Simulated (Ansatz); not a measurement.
Basis-set series for C$_{2}$H$_{2}$GeN$_{2}$, SMILES `N#[C][GeH2][C]#N`. The species carries charge 0 and has multiplicity 1. The geometry is a stationary point of PBE0-D4/def2-TZVP.

```
functional       basis  functions  energy (Eh)  HOMO (eV)  LUMO (eV)
   PBE0-D4    def2-SVP         98  -2262.99464     -10.14      -1.11
   PBE0-D4  def2-TZVPP        200  -2263.47085     -10.22      -1.26
   ωB97M-V    def2-SVP         98  -2263.30759     -12.35       1.05
   ωB97M-V  def2-TZVPP        200  -2263.79025     -12.48       0.83
```

Question: Give the rows for def2-QZVPP. (An estimate is asked.)

Answer: Ansatz gave: 
| functional | basis | functions | energy (Eh) | HOMO (eV) | LUMO (eV) |
| --- | --- | --- | --- | --- | --- |
| PBE0-D4 | def2-QZVPP | 377 | -2263.52496 | -10.23 | -1.29 |
| ωB97M-V | def2-QZVPP | 377 | -2263.84232 | -12.49 | 0.71 |

Positive LUMOs are unbound and depend on the basis. Scalar relativity is left out up to krypton.
